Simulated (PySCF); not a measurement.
H5P2, SMILES [PH3+]P, charge +1. Atoms are numbered in the order given.

```xyz
7

P      1.1749    -0.1158     0.0000
P     -1.0223     0.0041     0.0000
H      1.2218     0.8663     1.0430
H      1.2218     0.8663    -1.0430
H     -1.5511    -0.6699    -1.1237
H     -1.5511    -0.6699     1.1237
H     -1.6291     1.2832     0.0000
```
Charge +1, spin multiplicity 1.

Coordinates come from a PBE-D3(BJ)/def2-TZVP optimisation. The isomer is the one that the SMILES or the coordinates give; other isomers of the formula were not compared.

These are PBE-D3(BJ)/def2-TZVP (PySCF) values and carry that method's errors.

Frequencies are harmonic and unscaled.

```json
[
 {"mode": "1", "ν (cm⁻¹)": "186", "IR (km/mol)": "3.2", "Raman (Å⁴/amu)": "0.1", "depolarisation": "0.75", "moving atoms (share of kinetic energy)": "H 98 %"},
 {"mode": "2", "ν (cm⁻¹)": "435", "IR (km/mol)": "1.1", "Raman (Å⁴/amu)": "11.8", "depolarisation": "0.15", "moving atoms (share of kinetic energy)": "P 92 %"},
 {"mode": "3", "ν (cm⁻¹)": "488", "IR (km/mol)": "1.7", "Raman (Å⁴/amu)": "0.1", "depolarisation": "0.75", "moving atoms (share of kinetic energy)": "H 95 %"},
 {"mode": "4", "ν (cm⁻¹)": "495", "IR (km/mol)": "2.1", "Raman (Å⁴/amu)": "7.0", "depolarisation": "0.35", "moving atoms (share of kinetic energy)": "H 95 %"},
 {"mode": "5", "ν (cm⁻¹)": "789", "IR (km/mol)": "19.7", "Raman (Å⁴/amu)": "3.9", "depolarisation": "0.75", "moving atoms (share of kinetic energy)": "H 87 %, P 13 %"},
 {"mode": "6", "ν (cm⁻¹)": "824", "IR (km/mol)": "1.9", "Raman (Å⁴/amu)": "5.2", "depolarisation": "0.75", "moving atoms (share of kinetic energy)": "H 92 %, P 8 %"},
 {"mode": "7", "ν (cm⁻¹)": "960", "IR (km/mol)": "64.8", "Raman (Å⁴/amu)": "7.7", "depolarisation": "0.60", "moving atoms (share of kinetic energy)": "H 92 %"},
 {"mode": "8", "ν (cm⁻¹)": "1036", "IR (km/mol)": "8.2", "Raman (Å⁴/amu)": "28.8", "depolarisation": "0.75", "moving atoms (share of kinetic energy)": "H 98 %"},
 {"mode": "9", "ν (cm⁻¹)": "1055", "IR (km/mol)": "3.0", "Raman (Å⁴/amu)": "1.4", "depolarisation": "0.62", "moving atoms (share of kinetic energy)": "H 97 %"},
 {"mode": "10", "ν (cm⁻¹)": "1056", "IR (km/mol)": "1.3", "Raman (Å⁴/amu)": "14.9", "depolarisation": "0.75", "moving atoms (share of kinetic energy)": "H 99 %"},
 {"mode": "11", "ν (cm⁻¹)": "2323", "IR (km/mol)": "1.6", "Raman (Å⁴/amu)": "145.9", "depolarisation": "0.08", "moving atoms (share of kinetic energy)": "H 97 %"},
 {"mode": "12", "ν (cm⁻¹)": "2338", "IR (km/mol)": "0.9", "Raman (Å⁴/amu)": "89.0", "depolarisation": "0.75", "moving atoms (share of kinetic energy)": "H 97 %"},
 {"mode": "13", "ν (cm⁻¹)": "2412", "IR (km/mol)": "3.4", "Raman (Å⁴/amu)": "222.5", "depolarisation": "0.04", "moving atoms (share of kinetic energy)": "H 98 %"},
 {"mode": "14", "ν (cm⁻¹)": "2449", "IR (km/mol)": "12.7", "Raman (Å⁴/amu)": "89.3", "depolarisation": "0.53", "moving atoms (share of kinetic energy)": "H 96 %"},
 {"mode": "15", "ν (cm⁻¹)": "2459", "IR (km/mol)": "14.1", "Raman (Å⁴/amu)": "71.1", "depolarisation": "0.75", "moving atoms (share of kinetic energy)": "H 96 %"}
]
```
